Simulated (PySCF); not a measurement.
This PySCF input asks for the NMR shieldings of SMILES [Cl][Al-]1([Cl])[Cl+][Al-]([Cl])([Cl])[Cl+]1, Al2Cl6; the geometry comes from PBE0-D3(BJ)/def2-SVP.

```python
import basis_set_exchange as bse
import numpy as np
from pyscf import gto, dft
from pyscf.prop import nmr

atoms = """
Cl   -1.748615   -2.643995    0.077304
Al   -1.495398   -0.577296    0.047442
Cl   -3.074505    0.778097    0.083066
Cl   -0.051321   -0.010283   -1.618539
Al    1.477654    0.589632   -0.038869
Cl    1.743454    2.654689   -0.071239
Cl    3.048504   -0.775103   -0.071776
Cl    0.030595    0.030302    1.627043
"""
names = dict.fromkeys(["Cl", "Al"], "pcSseg-2")
basis = {el: gto.basis.parse(bse.get_basis(n, elements=[el], fmt="nwchem")) for el, n in names.items()}
mol = gto.M(atom=atoms, basis=basis, charge=0, verbose=0)
mf = dft.RKS(mol, xc="PBE0")
mf.grids.level = 2
mf.grids.alignment = dft.numint.BLKSIZE   # the property module wants whole blocks of grid points
mf.conv_tol = 1e-9
mf.kernel()

calc = nmr.RKS(mf)   # GIAO
C = mf.mo_coeff
Co = C[:, mf.mo_occ > 0]
resp = mf.gen_response(singlet=True, hermi=2)
def vind(x):   # induced exchange potential for any number of trial vectors
    d = np.einsum("pi,xij,qj->xpq", C, 2 * x.reshape(-1, C.shape[1], Co.shape[1]), Co, optimize=True)
    return np.einsum("xpq,pi,qj->xij", resp(d - d.transpose(0, 2, 1)), C, Co, optimize=True).ravel()
mo1, _ = nmr.rhf.solve_mo1(calc, with_cphf=vind)
sigma = calc.kernel(mo1)
for i, s in enumerate(sigma):   # ppm
    print("%2d %-2s %9.2f" % (i, mol.atom_pure_symbol(i), np.trace(s) / 3))
```

Question: What does it print?

Answer: 
```
 0 Cl    918.31
 1 Al    456.02
 2 Cl    916.95
 3 Cl    809.80
 4 Al    456.01
 5 Cl    918.50
 6 Cl    916.80
 7 Cl    809.79
```

These numbers come from an equivalent density-fitted implementation of the same equations, which agrees with the script to about 0.01 ppm for H and up to a few tenths of a ppm for heavy atoms, so last digits may differ.

Question: Turn these shieldings into chemical shifts. Scale: ³⁵Cl (σref 940.85) vs HCl; ²⁷Al (σref 485.23) vs AlH4- (reference shieldings calculated alike).

Answer: Averaging equivalent atoms: Cl 3/7: 131; Cl 0/2/5/6: 23; Al 1/4: 29.2 ppm. 

Size and cost of the density-fitted run: 344 basis functions, 82 s wall time on 1 thread of an Arm Neoverse V1, shared host.
